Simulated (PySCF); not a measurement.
Compound: C5H7NOSi.
Structure used (PBE0-D3(BJ)/def2-SVP), in Å, numbered top down from 1:
```xyz
15
C5H7NOSi angstrom
N     -2.0013    0.7574    1.7636
C     -2.4974    0.4085    0.6455
Si    -1.5427   -0.3122   -0.8342
C      0.2836   -0.2064   -0.4755
C      1.3360    0.3626   -1.1465
C      2.5063    0.1217   -0.3669
C      2.0850   -0.5746    0.7271
O      0.7572   -0.7758    0.6743
H     -0.9850    0.5996    1.7742
H     -3.5943    0.5256    0.5380
H     -1.9872   -1.7234   -1.0513
H     -1.8006    0.4706   -2.0792
H      1.2745    0.8939   -2.0944
H      3.5269    0.4256   -0.5886
H      2.5991   -0.9764    1.5971
```

Mayer bond orders were computed from the PBE0/pcSseg-1 density (PySCF). One conformer (not necessarily the lowest) at the PBE0-D3(BJ)/def2-SVP geometry, without solvent, vibrations or thermal averaging.

Question: Rank these bonds by Mayer order, highest first.
A. N1–C2
B. C4–C5
C. C2–Si3
D. C7–O8
E. O8–C4
F. C5–C6

Answer: A (1.98), B (1.56), F (1.27), D (1.09), E (0.99), C (0.87).

Question: Set the orders of all bonds between heavy atoms beside their lengths and the difference of the IAO charges at their ends.

Answer: 
```
  bond  Mayer order  length (Å)  q(first) − q(second) (e)
 N1–C2        1.983       1.272                    -0.149
 C6–C7        1.584       1.364                    -0.239
 C4–C5        1.564       1.372                    +0.045
 C5–C6        1.272       1.427                    +0.031
 C7–O8        1.093       1.344                    +0.250
 O8–C4        0.989       1.368                    -0.087
Si3–C4        0.874       1.864                    +0.853
C2–Si3        0.872       1.903                    -0.939
```

The Mayer order sums products of elements of PS (density times overlap matrix) between the two atoms' basis functions, so it depends on the basis set.
